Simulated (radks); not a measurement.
Values are calculated unless marked as measured or tabulated.
Ionisation of Lu, [Xe] 4f14 5d1 6s2, to Lu+, [Xe] 4f14 6s2, under several functionals. Dirac Kohn-Sham, spin-unpolarised, spherical densities, finite nucleus; open shells fill j = l - 1/2 first; a radial shooting solver on a logarithmic mesh with Libxc functionals.

functional                                        E(Lu) (hartree)  Exc (hartree)  IE (eV)  -e(HOMO) (eV)  <r> HOMO (bohr)  IE error (eV)
LDA (Slater exchange, Perdew-Zunger correlation)      -14570.3689      -293.1914    5.688          2.044            2.805         +0.262
OLYP                                                  -14584.5038      -307.6206    5.225          1.658            2.875         -0.201
LDA (Slater exchange, Perdew-Wang correlation)        -14570.3643      -293.1863    5.686          2.042            2.804         +0.260
SOGGA                                                 -14574.1846      -297.0352    5.387          1.803            2.844         -0.039

NIST Atomic Spectra Database: 5.426 eV (measured). Closest: SOGGA. The Delta-SCF values span 0.46 eV, the total energies 14.14 hartree. The highest occupied level is 5d3/2. Spin polarisation and multiplet splitting are left out, so open shells lie too high by an amount that depends on their filling.

Beside tabulated values, note that spin-unpolarised runs miss the spin-polarisation part of the exchange energy of open shells.
